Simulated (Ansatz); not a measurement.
System: C₃H₃O, charge 0, doublet. C3H3O (SMILES C=C[C]=O, doublet).
B3LYP-D3(BJ)/def2-TZVP minimum from Ansatz (an electronic-structure program):
```xyz
7

C      1.6477     0.5480     0.0825
C      0.3539     0.4933    -0.4647
C     -0.6633    -0.2427    -0.0048
O     -1.5546    -0.8780     0.3858
H      2.3898     1.1806    -0.3759
H      1.9195    -0.0285     0.9527
H      0.0977     1.0803    -1.3409
```
Charge 0, spin multiplicity 2.

Total energies in cc-pVDZ, 21 correlated electrons, 4 frozen orbitals. UHF or UKS for unpaired electrons; spin-orbit terms are left out. Cores are frozen in correlated methods. No relativity. The UHF reference of C3H3O (C=C[C]=O, doublet) is spin-contaminated (<S^2> up to 0.11 over the pure value in the sets run).

| method | program | energy (Eh) | minus CCSDT(Q) (mEh) |
|---|---|---|---|
| HF | Ansatz | -190.16064 | 598.52 |
| MP2 | Ansatz | -190.70188 | 57.28 |
| CCSD | Ansatz | -190.73466 | 24.50 |
| CCSD(T) | Ansatz | -190.75592 | 3.24 |
| CCSDT(Q) | Ansatz | -190.75916 | 0.00 |

Rough core times of Ansatz's runs on a shared machine: CCSD(T) under 20 s, CCSDT(Q) 10 min.
